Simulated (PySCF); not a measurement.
A PySCF script (with the pyscf-properties extension) for the NMR shieldings of `[SiH2]([SiH2][Si@H](C)N)F`, CH$_{10}$FNSi$_{3}$, on a GFN2-xTB geometry:

```python
import basis_set_exchange as bse
import numpy as np
from pyscf import gto, dft
from pyscf.prop import nmr

atoms = """
C    -1.753939    1.125984   -1.149387
Si   -1.229528   -0.438543   -0.182223
N    -1.234991   -0.264993    1.537781
Si    0.953814   -1.017927   -0.722590
Si    2.595363   -0.102284    0.621947
F     1.836915    0.965158    1.589089
H    -2.759942    1.442486   -0.885228
H    -1.737427    0.957304   -2.222467
H    -1.088207    1.960559   -0.941336
H    -2.263483   -1.461039   -0.414661
H    -2.107922   -0.098888    2.012606
H    -0.510443    0.279388    1.978419
H     1.263823   -0.643242   -2.117660
H     1.154535   -2.478172   -0.734272
H     3.253205   -0.961833    1.603727
H     3.620628    0.744987    0.014843
"""
names = dict.fromkeys(["C", "Si", "N", "F", "H"], "pcSseg-1")
basis = {el: gto.basis.parse(bse.get_basis(n, elements=[el], fmt="nwchem")) for el, n in names.items()}
mol = gto.M(atom=atoms, basis=basis, charge=0, verbose=0)
mf = dft.RKS(mol, xc="PBE0")
mf.grids.level = 2
mf.grids.alignment = dft.numint.BLKSIZE   # the property module wants whole blocks of grid points
mf.conv_tol = 1e-9
mf.kernel()

calc = nmr.RKS(mf)   # GIAO
C = mf.mo_coeff
Co = C[:, mf.mo_occ > 0]
resp = mf.gen_response(singlet=True, hermi=2)
def vind(x):   # induced exchange potential for any number of trial vectors
    d = np.einsum("pi,xij,qj->xpq", C, 2 * x.reshape(-1, C.shape[1], Co.shape[1]), Co, optimize=True)
    return np.einsum("xpq,pi,qj->xij", resp(d - d.transpose(0, 2, 1)), C, Co, optimize=True).ravel()
mo1, _ = nmr.rhf.solve_mo1(calc, with_cphf=vind)
sigma = calc.kernel(mo1)
for i, s in enumerate(sigma):   # ppm
    print("%2d %-2s %9.2f" % (i, mol.atom_pure_symbol(i), np.trace(s) / 3))
```

Task: What does it print?

Result: 
```
 0 C     178.71
 1 Si    370.31
 2 N     250.66
 3 Si    481.97
 4 Si    327.63
 5 F     431.46
 6 H      31.19
 7 H      31.70
 8 H      31.31
 9 H      26.41
10 H      31.50
11 H      31.01
12 H      28.60
13 H      28.46
14 H      25.83
15 H      25.78
```

These numbers come from an equivalent density-fitted implementation of the same equations, which agrees with the script to about 0.01 ppm for H and up to a few tenths of a ppm for heavy atoms, so last digits may differ.

Task: Turn these shieldings into chemical shifts. Shifts are taken against calculated references (same method and geometry level): 13C (σ = 186.93 ppm) and 29Si (σ = 349.16 ppm) and 1H (σ = 31.72 ppm) against TMS; 15N (σ = 267.73 ppm) against NH3; CFCl3 for 19F (σ = 170.95 ppm).

Result: Averaging equivalent atoms: C 0: 8.2; Si 4: 21.5; Si 1: -21.1; Si 3: -132.8; N 2: 17.1; F 5: -260.5; H 15: 5.94; H 14: 5.89; H 9: 5.31; H 13: 3.25; H 12: 3.12; H 10/11: 0.46; H 6/7/8: 0.32 ppm. Unscaled 19F shifts against computed CFCl3 carry errors that often reach 10 to 50 ppm. Experimental scales use liquid or dissolved standards, which lie at an offset from isolated NH3 (liquid NH3: subtract about 20 ppm).

Size and cost of the density-fitted run: 173 basis functions, 56 s wall time on 1 thread of an Arm Neoverse N1, shared host; peak memory 0.8 GiB.
